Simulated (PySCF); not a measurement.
# UHF on Co²⁺ (cobalt, charge +2)

Configuration: [Ar] 3d6 4s1, high-spin 6D determinant (an excited configuration). Computed with PySCF 2.14 in aug-cc-pVDZ-DK (7s6p4d2f, 59 functions), with scalar relativity by spin-free X2C-1e.

- Total energy: -1390.883473 hartree
- One-electron energy: -1901.6578 hartree
- Hartree (Coulomb) energy: 568.8647 hartree
- Exchange energy: -58.0904 hartree
- ⟨S²⟩: 8.7518
- ⟨L²⟩: 6.014
- Sum of ⟨r⟩: 16.40 bohr
- Sum of ⟨r²⟩: 19.76 bohr²
- Traceless quadrupole moment −½Σ⟨3z² − r²⟩ along its main axis: 0.255 e·bohr²
- Langevin diamagnetic susceptibility: -15.7 ×10⁻⁶ cm³/mol

```
shell  electrons  mean orbital energy (hartree)  spread (hartree)  rms radius, mean of both spins (bohr)
 1s α          1                     -286.75756                 0                                 0.0649
 1s β          1                     -286.74833                 0                                 0.0649
 2s α          1                      -36.55267                 0                                  0.276
 2s β          1                      -36.39581                 0                                  0.276
 2p α          3                      -31.31623           0.04219                                  0.249
 2p β          3                      -31.16532           0.00019                                  0.249
 3s α          1                       -5.80714                 0                                  0.825
 3s β          1                       -5.39896                 0                                  0.825
 3p α          3                       -4.22922           0.08521                                  0.877
 3p β          3                       -3.75457           0.05805                                  0.877
 3d α          5                       -1.71552           0.09960                                   1.06
 3d β          1                       -1.48381                 0                                   1.06
 4s α          1                       -0.99120                 0                                   2.55
```

Densities and radii are taken from the X2C orbitals without a picture-change correction, which distorts them close to the nucleus.

Spin-orbit constants ζ (cm⁻¹) from the X2C one-electron operator on these orbitals: bare nucleus, nucleus screened by l(l+1)(2l+1)/3 electrons, and screened by the Breit-Pauli mean field of the electrons.

```tsv
shell	bare	screened nucleus	mean field
2p	83760	77550	74750
3p	10560	9782	9369
3d	1072	675.0	615.8
```

To first order the Landé constant is A = -123.2 cm⁻¹, so the lowest level has J = 9/2 and lies 0.0763 eV below the centre of the term. This holds in LS coupling only.
